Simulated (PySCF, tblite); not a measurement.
Compound: C7H9FO.
SMILES: `C=CC(=O)C1(CF)CC1`

Jobs on this species (18 atoms, 68 electrons) with PySCF (density fitting) and tblite. Hardware of each: one thread, Arm Neoverse N1 (aarch64), no GPU, shared host. The host was shared with other jobs, so the times are rough.

```csv
level and settings,work,basis functions,SCF cycles,wall time
GFN2-xTB,Hessian by finite differences,–,–,0.95 s
PBE0/pcSseg-1,"shieldings, ring-centre shieldings, charges and field gradients",198,?,?
GFN2-xTB,L-BFGS relaxation,–,–,1.1 s
```

Q: Fill in the missing figures.

A: 
- PBE0/pcSseg-1; shieldings, ring-centre shieldings, charges and field gradients: 57 s, 14 SCF cycles

Q: What do all jobs in the table cost together?

A: About 59 s; the longest takes about 97 % of that, and about 60 times as long as the shortest.


Species: C2H7NOSi2.
SMILES: `CO[Si@@H]([SiH3])C#N`

Jobs on this species (13 atoms, 62 electrons) with PySCF (density fitting) and tblite. Hardware of each: an AMD EPYC with one thread (shared host). The host was shared with other jobs, so the times are rough.

```tsv
level and settings	work	basis functions	SCF cycles	wall time
PBE0/pcSseg-1	shieldings, charges and field gradients, density and orbital grids written	151	?	?
GFN2-xTB	Hessian by finite differences	–	–	1.5 s
GFN2-xTB	L-BFGS relaxation	–	–	0.98 s
```

Question: Fill in the missing figures.

Answer: 
- PBE0/pcSseg-1; shieldings, charges and field gradients, density and orbital grids written: 67 s, 14 SCF cycles

Question: What do all jobs in the table cost together?

Answer: About 69 s; the longest takes about 96 % of that, and about 68 times as long as the shortest.


Compound: C5H12N2Si.
SMILES: `C/N=C/[C@@H]1CN[SiH2]C1`

Jobs on this species (20 atoms, 70 electrons) with PySCF (density fitting) and tblite. Hardware of each: Arm Neoverse N1, one thread, on a shared host. Times come from a shared host and carry two figures at best.

```
level and settings                                                             work  basis functions  SCF cycles  wall time
     PBE0/pcSseg-1  shieldings, ring-centre shieldings, charges and field gradients              203           ?          ?
          GFN2-xTB                                    Hessian by finite differences                –           –      1.3 s
          GFN2-xTB                                                L-BFGS relaxation                –           –      1.9 s
```

**Question.** Fill in the missing figures.

**Answer.** 
- PBE0/pcSseg-1; shieldings, ring-centre shieldings, charges and field gradients: 70 s, 14 SCF cycles

**Question.** What do all jobs in the table cost together?

**Answer.** About 73 s; the longest takes about 96 % of that, and about 54 times as long as the shortest.


Compound: C₃H₁₂B₂N₂Si.
SMILES: `BN1[SiH2]CNB1CC`

Jobs on this species (20 atoms, 68 electrons) with PySCF (density fitting) and tblite. Hardware of each: one thread of an Arm Neoverse N1, on a shared host. Times come from a shared host and carry two figures at best.

```tsv
level and settings	work	basis functions	SCF cycles	wall time
GFN2-xTB	L-BFGS relaxation	–	–	?
PBE0/pcSseg-1	shieldings, ring-centre shieldings, charges and field gradients	203	14	62 s
GFN2-xTB	Hessian by finite differences	–	–	1.3 s
```

Q: Fill in the missing figures.

A: 
- GFN2-xTB; L-BFGS relaxation: 1.5 s

Q: What do all jobs in the table cost together?

A: About 65 s; the longest takes about 96 % of that, and about 48 times as long as the shortest.
